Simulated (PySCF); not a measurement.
A side-by-side comparison of computed properties.

First species: C4H4OS.
InChI=1S/C4H4OS/c5-4-1-2-6-3-4/h1-3,5H

Second species: Germanium monoxide, GeO.
InChI=1S/GeO/c1-2

Levels: PBE0/def2-SVPD for dipole moment, HOMO energy, LUMO energy, HOMO–LUMO gap, static isotropic polarisability and electronic spatial extent ⟨r²⟩ about the centre of nuclear charge; TDDFT PBE0/def2-SVPD for lowest singlet excitation; TDA PBE0/def2-SVPD for lowest triplet excitation (Tamm–Dancoff); ΔSCF PBE0/def2-SVPD for vertical ionisation energy; PBE0-D3(BJ)/def2-SVP for smallest rotational constant. Geometries: PBE0-D3(BJ)/def2-SVP. Each species is one conformer at its optimised geometry, gas phase, non-relativistic unless stated. Electronic properties by PySCF.

Dipoles, sizes and rotational constants follow the conformer. The torsions of the flexible species, by atom-mapped SMILES:
- `[OH:1][c:2]1[cH:3][cH:4][s:5][cH:6]1`: H–O1–C2–C3 180°

```
                                                         property   column X    column Y
                                                    dipole moment     0.94 D      3.52 D
                                                      HOMO energy   -6.43 eV    -8.66 eV
                                                      LUMO energy   -0.40 eV    -2.12 eV
                                                    HOMO–LUMO gap    6.03 eV     6.54 eV
                                        lowest singlet excitation    5.29 eV     4.81 eV
                         lowest triplet excitation (Tamm–Dancoff)    3.65 eV     3.89 eV
                                  static isotropic polarisability    67.2 au     31.1 au
                                       vertical ionisation energy    8.46 eV    11.14 eV
electronic spatial extent ⟨r²⟩ about the centre of nuclear charge  616 bohr²   111 bohr²
                                     smallest rotational constant  1.879 GHz  14.580 GHz
```

Q: Which column belongs to which species?

A: Column X is the first species and column Y the second. The first has 10 atoms and 52 electrons, the second 2 and 40.

Q: How does each property change from the first species to the second?

A: dipole moment +2.58 D; HOMO energy -2.23 eV; LUMO energy -1.72 eV; HOMO–LUMO gap +0.51 eV; lowest singlet excitation -0.48 eV; lowest triplet excitation (Tamm–Dancoff) +0.24 eV; static isotropic polarisability -36.1 au; vertical ionisation energy +2.68 eV; electronic spatial extent ⟨r²⟩ about the centre of nuclear charge -505 bohr²; smallest rotational constant +12.701 GHz.

On the first: The polarisability is 9.96 Å³ as a volume (1 au = 0.148185 Å³), or 1.29 au for each of the 52 electrons. The principal polarisabilities are 44.6, 73.5 and 83.5 au; their mean is the isotropic value.

On the second: Point group C∞v permits a dipole; with 3.52 D the species has a pure rotational spectrum. The principal polarisabilities are 27.7, 27.7 and 37.9 au; their mean is the isotropic value. Relativistic effects, spin–orbit coupling among them, are left out although an element past zinc is present.
